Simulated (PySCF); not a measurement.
Cl2In, multiplicity 2. Atoms are numbered in the order given.

```xyz
3

In     0.0000     0.0000     0.4893
Cl     0.0000     2.0654    -0.7051
Cl     0.0000    -2.0654    -0.7051
```
Charge 0, spin multiplicity 2.

Geometry optimised at B3LYP-D3(BJ)/def2-TZVP. The multiplicity is an assumed one; other spin states were not compared. The isomer is the one that the SMILES or the coordinates give; other isomers of the formula were not compared. The def2 effective core potentials stand for the cores of In; spin–orbit coupling is left out.

Level of theory: TDA-B3LYP/def2-SVPD in PySCF.

Vertical excitations. Gas-phase values at a fixed geometry.

Computed excitation energies, oscillator strengths and character:
| state | energy (eV) | λ (nm) | f | main pairs |
|---|---|---|---|---|
| root 1 | 2.44 | 509 | 0.000 | β HOMO→LUMO 99 % |
| root 2 | 2.51 | 493 | 0.000 | β HOMO−1→LUMO 99 % |
| root 3 | 2.77 | 447 | 0.009 | β HOMO−2→LUMO 98 % |
| root 4 | 2.78 | 446 | 0.002 | β HOMO−3→LUMO 98 % |
| root 5 | 3.63 | 342 | 0.049 | α HOMO→LUMO 97 % |
| root 6 | 3.83 | 324 | 0.094 | β HOMO−4→LUMO 89 % |
| root 7 | 4.95 | 251 | 0.041 | α HOMO→LUMO+1 77 %, β HOMO−5→LUMO 22 % |
| root 8 | 5.27 | 235 | 0.000 | α HOMO−1→LUMO 98 % |
| root 9 | 5.34 | 232 | 0.004 | α HOMO−2→LUMO 71 %, β HOMO−1→LUMO+1 27 % |
| root 10 | 5.45 | 227 | 0.026 | α HOMO−4→LUMO 69 %, β HOMO−5→LUMO 17 % |
Unrestricted roots are not spin-pure.
